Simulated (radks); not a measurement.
Neutral neodymium inside a hard spherical wall (all orbitals vanish at R), configuration held at [Xe] 4f4 6s2 and not refilled when levels cross. Method: scalar-relativistic Kohn-Sham, PBE, spin-polarised, spherical densities, finite nucleus; open shells are filled with parallel spins first (spin-orbit coupling, left out, can overturn this in heavy ions); Fermi nuclear charge, rms radius 4.9123 fm; computed with a radial shooting solver on a logarithmic mesh with Libxc functionals. Eigenvalues in eV for spin up, with the zero of energy where the potential of the charges vanishes at infinity; a dash marks a level that is unbound or too diffuse for the functional's potential to be trusted. A positive occupied level is held by the wall or, in an anion where self-interaction has pushed it up, behind a barrier. The pressure on the wall is -dE/dV.

| R (bohr) | E (hartree) | kinetic (hartree) | e(5s) | e(5p) | e(6s) | e(4f) | e(5d, empty) | e(6p, empty) | pressure (GPa) |
|---|---|---|---|---|---|---|---|---|---|
| free | -9623.5531 | 10241.392 | -41.110 | -22.591 | -3.572 | -2.556 | -2.090 | -1.261 | 0 |
| 20 | -9623.5531 | 10241.392 | -41.110 | -22.591 | -3.572 | -2.556 | -2.090 | -1.260 | < 0.0001 |
| 15 | -9623.5531 | 10241.393 | -41.106 | -22.587 | -3.569 | -2.551 | -2.086 | -1.243 | 0.000373 |
| 12 | -9623.5525 | 10241.399 | -41.055 | -22.537 | -3.531 | -2.502 | -2.041 | -1.137 | 0.0101 |
| 7 | -9623.4928 | 10241.711 | -39.579 | -21.097 | -1.997 | -1.036 | -0.688 | 1.530 | 2.54 |
| 5 | -9623.1719 | 10242.953 | -36.525 | -18.207 | 3.558 | 2.171 | 2.723 | 9.800 | 35.7 |
| 3.5 | -9621.4159 | 10249.556 | -28.422 | -10.178 | 26.566 | 11.734 | 13.924 | 39.462 | 552 |
| 3 | -9619.1510 | 10257.710 | -21.166 | -2.238 | 50.916 | 20.521 | 25.042 | 68.171 | 1770 |
| 2 | -9597.2971 | 10326.505 | 30.362 | 58.098 | 222.81 | 69.683 | 104.20 | 256.04 | 32100 |
| 1.5 | -9539.1545 | 10495.510 | 155.57 | 200.03 | 560.21 | 149.26 | 268.62 | 607.47 | 232000 |
